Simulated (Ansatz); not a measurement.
# Ligand exchange: SiH(CH3)(OH)(SiH3) + HOCN → Si(CH3)(OH)2(SiH3) + HCN

Gas-phase species: SiH(CH3)(OH)(SiH3), singlet; HOCN (cyanic acid) `N#CO`, singlet; Si(CH3)(OH)2(SiH3), singlet; HCN (hydrogen cyanide) `C#N`, singlet. The partners trade H for OH: Si–H and C–OH bonds give way to Si–OH and C–H.

Shapes, held fixed at every level: PBE0-D4/def2-TZVP. Flexible molecules stand in one conformer, not always the lowest. Programs: Ansatz 0.2.0. Electronic energies: no zero-point or thermal term.

(1) Estimate ΔE of this reaction.

Answers

(1) The highest level, CCSD(T)/CBS estimate, gives ΔE = -201.8 kJ/mol; the levels span -201.8 to -167.6. The column of differences is taken from that level and isn't an error. No measured value is set beside it here. The CBS estimate extrapolates MP2 from def2-TZVPP and def2-QZVPP and adds CCSD(T) − MP2 in the triple-zeta set, cores frozen. CCSD(T)/CBS estimate lies outside the range of the other correlated levels here, so it shouldn't be taken on trust.

```
               level                    kind  ΔE (kJ/mol)  less CCSD(T)/CBS estimate
       HF/def2-TZVPP            Hartree–Fock       -193.5                       +8.3
   PBE-D4/def2-TZVPP                     GGA       -167.6                      +34.2
r2SCAN-D4/def2-TZVPP                meta-GGA       -182.8                      +19.0
  PBE0-D4/def2-TZVPP           global hybrid       -174.2                      +27.6
  wB97X-V/def2-TZVPP  range-separated hybrid       -185.4                      +16.4
   B2PLYP/def2-TZVPP           double hybrid       -190.9                      +10.9
     CCSD/def2-TZVPP   coupled cluster or CI       -197.4                       +4.4
CCSD(T)/CBS estimate   coupled cluster or CI       -201.8                        0.0
```
